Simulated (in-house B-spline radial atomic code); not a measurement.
Successive ionisation energies of zinc; each step leads to the configuration of the next row (after the last: bare). Dirac energy differences include first-order Breit, QED and recoil terms. NIST's values go from ground level to ground level; the uncertainty of those that are theory runs from under 0.1 % in few-electron ions to several per cent in heavy many-electron ones. Computed with a B-spline radial code for spherical atoms: Dirac-Hartree-Fock, average of the configuration, finite nuclei.

```json
{"ion": "Zn20+", "configuration": "[He] 2s2 2p6", "ionisation energy (eV)": "1852.1", "tabulated value (eV)": "1846.8", "tabulated kind": "semi-empirical", "computed minus tabulated (eV)": "5", "highest orbital": "2p3/2", "largest mean radius (bohr)": "0.22109"}
{"ion": "Zn21+", "configuration": "[He] 2s2 2p5", "ionisation energy (eV)": "1971.0", "tabulated value (eV)": "1961", "tabulated kind": "semi-empirical", "computed minus tabulated (eV)": "10", "highest orbital": "2p3/2", "largest mean radius (bohr)": "0.21868"}
{"ion": "Zn22+", "configuration": "[He] 2s2 2p4", "ionisation energy (eV)": "2092.7", "tabulated value (eV)": "2085", "tabulated kind": "semi-empirical", "computed minus tabulated (eV)": "8", "highest orbital": "2p3/2", "largest mean radius (bohr)": "0.21631"}
{"ion": "Zn23+", "configuration": "[He] 2s2 2p3", "ionisation energy (eV)": "2217.4", "tabulated value (eV)": "2214", "tabulated kind": "semi-empirical", "computed minus tabulated (eV)": "3", "highest orbital": "2p3/2", "largest mean radius (bohr)": "0.21398"}
{"ion": "Zn24+", "configuration": "[He] 2s2 2p2", "ionisation energy (eV)": "2345.0", "tabulated value (eV)": "2358", "tabulated kind": "semi-empirical", "computed minus tabulated (eV)": "-13", "highest orbital": "2p3/2", "largest mean radius (bohr)": "0.2117"}
{"ion": "Zn25+", "configuration": "[He] 2s2 2p1", "ionisation energy (eV)": "2475.5", "tabulated value (eV)": "2491.5", "tabulated kind": "semi-empirical", "computed minus tabulated (eV)": "-16", "highest orbital": "2p3/2", "largest mean radius (bohr)": "0.20945"}
{"ion": "Zn26+", "configuration": "[He] 2s2", "ionisation energy (eV)": "2662.6", "tabulated value (eV)": "2669.9", "tabulated kind": "semi-empirical", "computed minus tabulated (eV)": "-7", "highest orbital": "2s1/2", "largest mean radius (bohr)": "0.20725"}
{"ion": "Zn27+", "configuration": "[He] 2s1", "ionisation energy (eV)": "2781.8", "tabulated value (eV)": "2781.996", "tabulated kind": "tabulated theory", "computed minus tabulated (eV)": "0", "highest orbital": "2s1/2", "largest mean radius (bohr)": "0.20521"}
{"ion": "Zn28+", "configuration": "1s2", "ionisation energy (eV)": "11863.3", "tabulated value (eV)": "11864.94", "tabulated kind": "tabulated theory", "computed minus tabulated (eV)": "-2", "highest orbital": "1s1/2", "largest mean radius (bohr)": "0.049829"}
{"ion": "Zn29+", "configuration": "1s1", "ionisation energy (eV)": "12388.9", "tabulated value (eV)": "12388.94", "tabulated kind": "tabulated theory", "computed minus tabulated (eV)": "0", "highest orbital": "1s1/2", "largest mean radius (bohr)": "0.049192"}
```

(1) Where is the largest jump?

Where a p, d or f electron is removed, the computed value is a mean over both j, so it misses the tabulated one by a part of the spin-orbit splitting; averaging over terms and missing correlation add to the gap, relatively most at low charge.

## Answers

(1) From Zn27+ to Zn28+, by a factor of 4.26 (2781.8 to 11863 eV); the highest orbital goes from 2s1/2 to 1s1/2.
